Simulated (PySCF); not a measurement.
# B³⁺ (boron, charge +3) across methods

1s2, closed-shell 1S. All numbers are calculated (PySCF 2.14, the non-relativistic Hamiltonian (point nucleus), in aug-cc-pVQZ (6s5p4d3f2g, 80 functions)).

```json
{"method": "PBE", "E (hartree)": "-21.9814", "mean ε 1s (eV)": "-231.24", "Σ⟨r²⟩ (bohr²)": "0.2881", "⟨S²⟩": "0.000"}
{"method": "UHF", "E (hartree)": "-21.98616", "mean ε 1s (eV)": "-259.65", "Σ⟨r²⟩ (bohr²)": "0.2839", "⟨S²⟩": "0.000"}
{"method": "B3LYP", "E (hartree)": "-22.0207", "mean ε 1s (eV)": "-237.58", "Σ⟨r²⟩ (bohr²)": "0.2874", "⟨S²⟩": "0.000"}
{"method": "r2SCAN", "E (hartree)": "-22.0330", "mean ε 1s (eV)": "-234.30", "Σ⟨r²⟩ (bohr²)": "0.2856", "⟨S²⟩": "0.000"}
{"method": "wB97X-V", "E (hartree)": "-22.0383", "mean ε 1s (eV)": "-240.17", "Σ⟨r²⟩ (bohr²)": "0.2861", "⟨S²⟩": "0.000"}
{"method": "M06", "E (hartree)": "-22.0481", "mean ε 1s (eV)": "-238.89", "Σ⟨r²⟩ (bohr²)": "0.2857", "⟨S²⟩": "0.000"}
{"method": "CAM-B3LYP", "E (hartree)": "-21.9989", "mean ε 1s (eV)": "-239.47", "Σ⟨r²⟩ (bohr²)": "0.2875", "⟨S²⟩": "0.000"}
{"method": "PBE0", "E (hartree)": "-21.9941", "mean ε 1s (eV)": "-238.55", "Σ⟨r²⟩ (bohr²)": "0.2869", "⟨S²⟩": "0.000"}
{"method": "LDA", "E (hartree)": "-21.7428", "mean ε 1s (eV)": "-229.07", "Σ⟨r²⟩ (bohr²)": "0.2916", "⟨S²⟩": "0.000"}
```
